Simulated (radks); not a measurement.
The numbers below are computed, except where a source is named.
Radial electron density D(r) = 4 pi r^2 rho(r) of an atom or ion with 5 electrons. Code: a radial shooting solver on a logarithmic mesh with Libxc functionals. Model: non-relativistic Kohn-Sham, TPSS, spin-polarised, spherical densities, point nucleus; meta-GGA in the generalised Kohn-Sham scheme.

r (bohr),D(r) (e/bohr),spin D(r)
0.01031,0.1519,0.0000123
0.01143,0.1845,0.0000148
0.01269,0.2238,0.0000179
0.01408,0.2710,0.0000216
0.01562,0.3276,0.0000261
0.01733,0.3952,0.0000315
0.01923,0.4756,0.0000381
0.02134,0.5710,0.0000462
0.02368,0.6836,0.0000563
0.02628,0.8159,0.0000690
0.02916,0.9706,0.0000851
0.03235,1.150,0.000106
0.0359,1.357,0.000134
0.03983,1.595,0.000171
0.04384,1.842,0.000218
0.04865,2.142,0.000287
0.05398,2.475,0.000385
0.0599,2.840,0.000524
0.06646,3.234,0.000723
0.07375,3.653,0.00101
0.08183,4.087,0.00142
0.0908,4.526,0.00201
0.1007,4.956,0.00286
0.1118,5.359,0.00407
0.124,5.715,0.00578
0.1376,6.001,0.00819
0.1527,6.197,0.0115
0.1695,6.280,0.0162
0.188,6.235,0.0225
0.2086,6.052,0.0310
0.2315,5.731,0.0423
0.2569,5.281,0.0571
0.285,4.728,0.0761
0.3163,4.105,0.100
0.3509,3.458,0.129
0.3894,2.836,0.165
0.4321,2.288,0.206
0.4794,1.853,0.254
0.532,1.556,0.308
0.5903,1.406,0.369
0.655,1.396,0.435
0.7268,1.497,0.500
0.8064,1.666,0.559
0.8948,1.853,0.607
0.9929,2.005,0.638
1.102,2.087,0.645
1.213,2.084,0.628
1.346,1.987,0.588
1.493,1.797,0.531
1.657,1.535,0.459
1.838,1.231,0.378
2.04,0.9230,0.293
2.263,0.6451,0.212
2.511,0.4201,0.144
2.787,0.2545,0.0919
3.092,0.1429,0.0552
3.431,0.07384,0.0309
3.807,0.03479,0.0160
4.224,0.01481,0.00750
4.687,0.005648,0.00316
5.201,0.001913,0.00118
5.771,0.0005699,0.000386

What is the nuclear charge?

Answer. Z = 6. The innermost maximum, from 1s, lies near 1/Z = 0.167 bohr (found: 0.172), and its height grows with Z. The density is that of the carbon ion C+ in [He] 2s2 2p1; the configuration itself is not fixed sharply by these data. D(r) has 2 maxima, at r = 0.172, 1.16 bohr, and minima at 0.624 bohr, inside which lie 2.11 electrons.
